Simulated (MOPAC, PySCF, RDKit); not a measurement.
Tautomers of Oc1cccc2ccccc12. Isolated molecules, 0 K electronic values unless said otherwise. One relaxed conformer stands for each flexible species; it need not be the lowest. Strings in code marks are SMILES.

Quantity: electronic energy of isomers of C10H8O relative to `Oc1cccc2ccccc12` (H–O–C–C torsion 180°), in kcal/mol. Semi-empirical values (MOPAC) are differences of heats of formation. Force-field values (RDKit) are differences of steric energies, which aren't made for comparing isomers with other bonds.

Level 1: B3LYP/3-21G // B3LYP-D3(BJ)/def2-SVP (PySCF)
Level 2: PBE/6-31G* // B3LYP-D3(BJ)/def2-SVP (PySCF)
Level 3: AM1 // B3LYP-D3(BJ)/def2-SVP (MOPAC)
Level 4: UFF, relaxed from the DFT geometry (RDKit)

```
species              level 1  level 2  level 3  level 4
-------------------  -------  -------  -------  -------
`O=C1CC=Cc2ccccc21`     2.67     3.72     5.33    -4.50
```
